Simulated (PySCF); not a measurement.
H4SSi. Atoms are numbered in the order given.

```xyz
6

Si     0.0046    -1.0301     0.0000
S     -0.0811     1.1079     0.0000
H      0.6945    -1.5523     1.2057
H     -1.4101    -1.4682     0.0000
H      0.6945    -1.5523    -1.2057
H      1.2540     1.2686     0.0000
```
Charge 0, spin multiplicity 1.

Geometry: r2SCAN-D4/def2-TZVP.

These are r2SCAN/def2-TZVPD run with PySCF values and carry that method's errors.

Gas-phase values at a fixed geometry.

Estimate the frontier levels, gap, dipole moment and polarisability. (Estimate from the structure and the level; the computed values follow.)


```yaml
highest_occupied_level: -6.60 eV
lowest_empty_level: -0.48 eV
orbital_gap: 6.12 eV
dipole_moment: 0.99 D
quadrupole, principal values (traceless, Buckingham form, about the centre of nuclear charge): -2.55, -1.48, 4.03 D·Å
mean_static_polarisability: 51.4 bohr³ (7.61 Å³)
polarisability_principal_values: 46.4, 46.6, 61.1 bohr³
```
